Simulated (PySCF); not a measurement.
## Calculated data, CH$_{3}$BFSi

All values are calculated (PySCF 2.14.0). Calculation on a computer-drawn molecule: the log of a Hartree-Fock and frozen-core CCSD(T) single point meant for a local Hartree-Fock minimum, with one planted fault or none, to be diagnosed. Offsets are logged minus clean, where the clean run is the same molecule without the fault. The reference is restricted for singlets and unrestricted otherwise, and also for a bond in bohr or an excited solution. Adding or removing an electron swaps singlet and doublet. The excited solution moves the top pair (singlet) or top alpha electron (doublet) to the lowest empty orbital. Highest occupied and lowest empty are orbital energies over both spins, largest force is the largest gradient component, triples share is (T) over the correlation energy, the T1 limit is 0.02 restricted and 0.045 unrestricted, electrons count all cores, a negative frequency is imaginary (commonest isotopes), and the dipole is about the centre of nuclear charge.

### CH$_{3}$BFSi

Logged structure:
```xyz
7
CH3BFSi
C     -2.8682    -2.0832     0.8136
B     -1.7693    -1.7150     0.0373
Si    -0.2390    -1.2231    -0.9948
F     -0.4886    -0.6323    -2.4201
H     -2.7592    -2.4995     1.8121
H     -3.8896    -1.9719     0.4577
H      1.1646    -1.3257    -0.6262
```

```
meant charge                      : 1
meant multiplicity                : 1
meant basis                       : cc-pV(D+d)Z
logged electrons                  : 36
logged basis functions            : 80
logged SCF converged              : yes
logged spin squared               : 0
logged highest occupied           : -14.846 eV
logged lowest empty               : -5.6898 eV
logged largest force              : 2.101e-05 hartree/bohr
logged lowest frequency           : 126.66 cm⁻¹
logged T1 diagnostic              : 0.019907
logged D1 diagnostic              : 0.055333
logged triples share              : 0.031398
logged CC converged               : yes
logged dipole magnitude           : 3.2385 debye
logged SCF stable within its kind : yes
logged energy HF                  : -452.36922 hartree
logged energy CCSD(T)             : -452.88691 hartree
possible faults                   : no fault, one electron removed, one electron added, multiplicity raised by two, geometry at a saddle point, SCF held on an excited solution, minimal basis STO-3G, one bond length entered in bohr, all coordinates scaled
planted fault                     : withheld
```

Drawn bonds:
```tsv
atom	other atom	order
1	2	2
2	3	1
3	4	1
1	5	1
1	6	1
3	7	1
```

## Withheld values
1. Which fault was planted in the run of CH$_{3}$BFSi?

## Answers
1. no fault

Further results for CH$_{3}$BFSi:

```
HF energy offset from clean run      : 0 kcal/mol
CCSD(T) energy offset from clean run : 0 kcal/mol
```
